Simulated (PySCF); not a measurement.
**Pd²⁺ (palladium, charge +2) across methods**

[Kr] 4d8, high-spin 3F determinant. Calculation: PySCF 2.14, in x2c-QZVPPall (13s8p7d4f2g, 118 functions); the spin-free X2C one-electron Hamiltonian (Gaussian nucleus).

| method | E (hartree) | mean ε 4p β (eV) | mean ε 4d α (eV) | mean ε 4d β (eV) | Σ⟨r²⟩ (bohr²) | ⟨S²⟩ |
| --- | --- | --- | --- | --- | --- | --- |
| PBE0 | -5043.98 | -78.746 | -30.006 | -28.655 | 30.22 | 2.001 |
| PBE | -5043.90 | -75.109 | -27.986 | -26.754 | 30.40 | 2.001 |
| UHF | -5041.93165 | -88.386 | -35.105 | -33.331 | 30.01 | 2.004 |
| r2SCAN | -5044.32 | -76.236 | -28.324 | -27.014 | 30.16 | 2.002 |

Q: Estimate the same row for LDA.

A: E (hartree) = -5038.93; mean ε 4p β (eV) = -75.379; mean ε 4d α (eV) = -28.184; mean ε 4d β (eV) = -26.917; Σ⟨r²⟩ (bohr²) = 30.46; ⟨S²⟩ = 2.000.
